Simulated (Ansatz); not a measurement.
The cluster PdS2, relaxed as a triplet with UKS B3LYP-D4/def2-TZVP in Ansatz, starting from the B3LYP-D4/def2-TZVP geometry of the neutral singlet. Force threshold 0.02 eV/Å.

In the def2 sets Pd takes a core potential; there is no spin–orbit coupling. The structure comes from a short search, and lower isomers may exist.

Start:

```xyz
3

Pd    0.114   -1.128    0.793
S     0.184    0.016   -1.210
S    -0.298    1.112    0.417
```

```tsv
step	energy (eV)	largest force component (eV/Å)	SCF passes
1	-25154.6246	0.378	22
2	-25154.6345	0.186	26
3	-25154.6376	0.011	25
```

Force components are those of the run's own axes.

End:

```xyz
3

Pd    0.117   -1.155    0.812
S     0.181    0.034   -1.213
S    -0.297    1.121    0.401
```

By distances, no bond broke or formed. The bond that changes most is Pd1–S2, from 2.31 to 2.35 Å (atoms count from 1).

No frequencies were taken in this run, so the end may be a saddle point.

It took 8 s on 2 threads of Arm Neoverse V2 on a shared host.
